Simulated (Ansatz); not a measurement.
Geometry optimisation of Cs2I2.

```yaml
crystal:
  periodic: [false, false, false]
  atoms:
    - {symbol: Cs, position_ang: [0.976763, -0.607569, 2.248493]}
    - {symbol: Cs, position_ang: [-0.976783, 0.607501, -2.248108]}
    - {symbol: I, position_ang: [-0.850905, 2.271559, 0.983253]}
    - {symbol: I, position_ang: [0.850925, -2.271481, -0.983638]}
basis:
  gaussian: {orbitals: def2-SVP}
magnetization: {spin_polarized: true, initial_magnetization: 4}
hamiltonian: {xc: {name: B3LYP}, dispersion: d4}
scf: {omitted_lower_state_checks: [starts]}
output: {orbitals: {seedname: orbitals}}
relax: {f_tol: 0.02, max_steps: 100}
```

```sh
$ ansatz run in.yaml --threads 4 --pin off --events-out ev --progress --plain --max-ram 3916MiB
```

Shortened log:

```
Functional definition: B3LYP
  name "B3LYP"
  cite "Stephens, Devlin, Chabalowski & Frisch, J. Phys. Chem. 98, 11623 (1994) doi:10.1021/j100096a001"
  cite "Becke, Phys. Rev. A 38, 3098 (1988) doi:10.1103/PhysRevA.38.3098"
  cite "Lee, Yang & Parr, Phys. Rev. B 37, 785 (1988) doi:10.1103/PhysRevB.37.785"
  cite "Vosko, Wilk & Nusair, Can. J. Phys. 58, 1200 (1980) doi:10.1139/p80-159"
  parameter a0 = 0.2
  parameter ax = 0.72
  parameter ac = 0.81
  exchange = (1 - a0 - ax)*slater_x + ax*b88_x + a0*exact_x
  correlation = (1 - ac)*vwn_rpa_c + ac*lyp_c
these checks for a lower state are left out or cut short: starts
mean field -17301.02380115 eV, -635.8008976370 hartree, gradient 9.2e-8 eV, S^2 6.002836; 0 other end points of the search recorded, 0 dependent functions left out
the calculation of the forces begins
relax step   1: F+E_penalty+E_count = -17301.23188559 eV  Δ(F+E_penalty+E_count) = +0.000e0 eV  max|allowed force component| = 8.600e-1 eV/Å  Δτ_max = 0.0000 Å  (139 SCF iters, accepted)
these checks for a lower state are left out or cut short: starts, cluster_reference, orbital_swaps, neighbouring_geometries, increment
mean field -17301.39268177 eV, -635.8144537499 hartree, gradient 2.8e-6 eV, S^2 6.002826; 0 other end points of the search recorded, 0 dependent functions left out
the calculation of the forces begins
relax step   2: F+E_penalty+E_count = -17301.59314962 eV  Δ(F+E_penalty+E_count) = -3.613e-1 eV  max|allowed force component| = 5.400e-1 eV/Å  Δτ_max = 0.1931 Å  (70 SCF iters, accepted)
these checks for a lower state are left out or cut short: starts, cluster_reference, orbital_swaps, neighbouring_geometries, increment
mean field -17301.64574227 eV, -635.8237535517 hartree, gradient 2.9e-6 eV, S^2 6.002812; 0 other end points of the search recorded, 0 dependent functions left out
the calculation of the forces begins
relax step   3: F+E_penalty+E_count = -17301.83525566 eV  Δ(F+E_penalty+E_count) = -2.421e-1 eV  max|allowed force component| = 3.153e-1 eV/Å  Δτ_max = 0.1947 Å  (60 SCF iters, accepted)
these checks for a lower state are left out or cut short: starts, cluster_reference, orbital_swaps, neighbouring_geometries, increment
mean field -17301.79685053 eV, -635.8293066780 hartree, gradient 2.3e-6 eV, S^2 6.002798; 0 other end points of the search recorded, 0 dependent functions left out
the calculation of the forces begins
relax step   4: F+E_penalty+E_count = -17301.97432914 eV  Δ(F+E_penalty+E_count) = -1.391e-1 eV  max|allowed force component| = 1.822e-1 eV/Å  Δτ_max = 0.1936 Å  (67 SCF iters, accepted)
these checks for a lower state are left out or cut short: starts, cluster_reference, orbital_swaps, neighbouring_geometries, increment
mean field -17301.88640541 eV, -635.8325977590 hartree, gradient 2.4e-6 eV, S^2 6.002790; 0 other end points of the search recorded, 0 dependent functions left out
the calculation of the forces begins
relax step   5: F+E_penalty+E_count = -17302.05326339 eV  Δ(F+E_penalty+E_count) = -7.893e-2 eV  max|allowed force component| = 1.139e-1 eV/Å  Δτ_max = 0.1929 Å  (66 SCF iters, accepted)
these checks for a lower state are left out or cut short: starts, cluster_reference, orbital_swaps, neighbouring_geometries, increment
mean field -17301.94147593 eV, -635.8346215631 hartree, gradient 4.2e-6 eV, S^2 6.002788; 0 other end points of the search recorded, 0 dependent functions left out
the calculation of the forces begins
relax step   6: F+E_penalty+E_count = -17302.12520235 eV  Δ(F+E_penalty+E_count) = -7.194e-2 eV  max|allowed force component| = 1.949e-1 eV/Å  Δτ_max = 0.1935 Å  (65 SCF iters, accepted)
these checks for a lower state are left out or cut short: starts, cluster_reference, orbital_swaps, neighbouring_geometries, increment
mean field -17301.97825784 eV, -635.8359732735 hartree, gradient 8.4e-8 eV, S^2 6.002793; 0 other end points of the search recorded, 0 dependent functions left out
the calculation of the forces begins
relax step   7: F+E_penalty+E_count = -17302.39586634 eV  Δ(F+E_penalty+E_count) = -2.707e-1 eV  max|allowed force component| = 4.129e-1 eV/Å  Δτ_max = 0.1950 Å  (114 SCF iters, accepted)
these checks for a lower state are left out or cut short: starts, cluster_reference, orbital_swaps, neighbouring_geometries, increment
[...]
mean field -17301.99666267 eV, -635.8366496386 hartree, gradient 8.7e-6 eV, S^2 6.002800; 0 other end points of the search recorded, 0 dependent functions left out
the calculation of the forces begins
relax step   9: F+E_penalty+E_count = -17302.48984557 eV  Δ(F+E_penalty+E_count) = -1.117e-2 eV  max|allowed force component| = 6.748e-2 eV/Å  Δτ_max = 0.0786 Å  (64 SCF iters, accepted)
these checks for a lower state are left out or cut short: starts, cluster_reference, orbital_swaps, neighbouring_geometries, increment
mean field -17301.99364359 eV, -635.8365386896 hartree, gradient 6.1e-8 eV, S^2 6.002800; 0 other end points of the search recorded, 0 dependent functions left out
the calculation of the forces begins
relax step  10: F+E_penalty+E_count = -17302.51496671 eV  Δ(F+E_penalty+E_count) = -2.512e-2 eV  max|allowed force component| = 7.540e-2 eV/Å  Δτ_max = 0.1892 Å  (117 SCF iters, accepted)
these checks for a lower state are left out or cut short: starts, cluster_reference, orbital_swaps, neighbouring_geometries, increment
mean field -17301.98931967 eV, -635.8363797884 hartree, gradient 4.5e-6 eV, S^2 6.002799; 0 other end points of the search recorded, 0 dependent functions left out
the calculation of the forces begins
relax step  11: F+E_penalty+E_count = -17302.54892257 eV  Δ(F+E_penalty+E_count) = -3.396e-2 eV  max|allowed force component| = 6.039e-2 eV/Å  Δτ_max = 0.1938 Å  (67 SCF iters, accepted)
these checks for a lower state are left out or cut short: starts, cluster_reference, orbital_swaps, neighbouring_geometries, increment
mean field -17301.98674833 eV, -635.8362852934 hartree, gradient 2.2e-7 eV, S^2 6.002801; 0 other end points of the search recorded, 0 dependent functions left out
the calculation of the forces begins
relax step  12: F+E_penalty+E_count = -17302.57804969 eV  Δ(F+E_penalty+E_count) = -2.913e-2 eV  max|allowed force component| = 3.559e-2 eV/Å  Δτ_max = 0.1959 Å  (113 SCF iters, accepted)
these checks for a lower state are left out or cut short: starts, cluster_reference, orbital_swaps, neighbouring_geometries, increment
mean field -17301.98711971 eV, -635.8362989413 hartree, gradient 6.2e-8 eV, S^2 6.002804; 0 other end points of the search recorded, 0 dependent functions left out
the calculation of the forces begins
relax step  13: F+E_penalty+E_count = -17302.58542755 eV  Δ(F+E_penalty+E_count) = -7.378e-3 eV  max|allowed force component| = 7.122e-2 eV/Å  Δτ_max = 0.1945 Å  (121 SCF iters, accepted)
these checks for a lower state are left out or cut short: starts, cluster_reference, orbital_swaps, neighbouring_geometries, increment
mean field -17301.98866222 eV, -635.8363556273 hartree, gradient 3.1e-6 eV, S^2 6.002804; 0 other end points of the search recorded, 0 dependent functions left out
the calculation of the forces begins
relax step  14: F+E_penalty+E_count = -17302.58738254 eV  Δ(F+E_penalty+E_count) = -1.955e-3 eV  max|allowed force component| = 4.897e-3 eV/Å  Δτ_max = 0.0241 Å  (64 SCF iters, accepted)
these checks for a lower state are left out or cut short: starts
mean field -17301.98866222 eV, -635.8363556273 hartree, gradient 3.1e-6 eV, S^2 6.002804; 0 other end points of the search recorded, 0 dependent functions left out
the calculation of the forces begins
Total energy: -17302.58767490 eV, -635.8583689375 hartree
Atom 0 at     1.222271    -0.760375     2.813778 Å, force     0.002109    -0.001312     0.004856 eV/Å
Atom 1 at    -1.222534     0.760221    -2.813634 Å, force    -0.002127     0.001322    -0.004897 eV/Å
Atom 2 at    -1.328087     3.545791     1.535059 Å, force    -0.001369     0.003673     0.001613 eV/Å
Atom 3 at     1.328351    -3.545627    -1.535203 Å, force     0.001387    -0.003683    -0.001572 eV/Å
Dipole moment:     0.000033     0.000014    -0.000002 e Å
Checks for a lower state left out: starts
```

Hardware: 4 threads of Arm Neoverse V2 on a shared host. Wall time 1.9 min.

In the def2 sets Cs, I take a core potential; there is no spin–orbit coupling. At B3LYP-D4/def2-SVP a singlet of charge 0 lies 7.81 eV below the quintet, each at its own geometry. The structure comes from a short search, and lower isomers may exist.
